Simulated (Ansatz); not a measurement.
Consider the ligand exchange at the Si–N bond: `O[SiH2]N[Si](O)(F)F` + `N[Si](O)(Cl)Cl` → `O[SiH2]N[Si](O)(Cl)Cl` + `N[Si](O)(F)F`.

Computed with Ansatz on PBE0-D4/def2-TZVP structures; ΔE is electronic, products minus reactants. CCSD(T)/CBS adds triple-zeta CCSD(T) − MP2 to the extrapolated MP2 energy (def2 sets, frozen cores). This one scheme is used for every species. Functionals use def2-TZVPP. B3LYP here is the variant with VWN-RPA as its local correlation; programs differ in this. Each species was taken in one conformer, which may not be the lowest.

Problem. Is it downhill or uphill in electronic energy at CCSD(T)/CBS, and by how much? (Estimate.)

Solution. The calculation gave: Downhill: ΔE = -3.4 kJ/mol.

Problem. What do these levels give: PBE-D4, B3LYP-D4, B2PLYP, PBE, r2SCAN, PBE0, B3LYP, HF/def2-TZVPP, MP2/def2-TZVPP, SCS-MP2/def2-TZVPP, CCSD(T)/def2-TZVPP, HF/def2-QZVPP? (An estimate is asked.)

Solution. Computed: PBE-D4 -3.0, B3LYP-D4 -2.3, B2PLYP -2.3, PBE -2.3, r2SCAN -2.1, PBE0 -2.0, B3LYP -1.4, HF/def2-TZVPP 0.7, MP2/def2-TZVPP -3.9, SCS-MP2/def2-TZVPP -2.8, CCSD(T)/def2-TZVPP -3.4, HF/def2-QZVPP 0.7 kJ/mol.

Largest T1 diagnostic among the species: 0.011.

In def2-TZVPP, CCSD(T) changes the Hartree–Fock value by −4.1 kJ/mol (the triples alone add −0.8 kJ/mol) and MP2 by −4.6 kJ/mol.
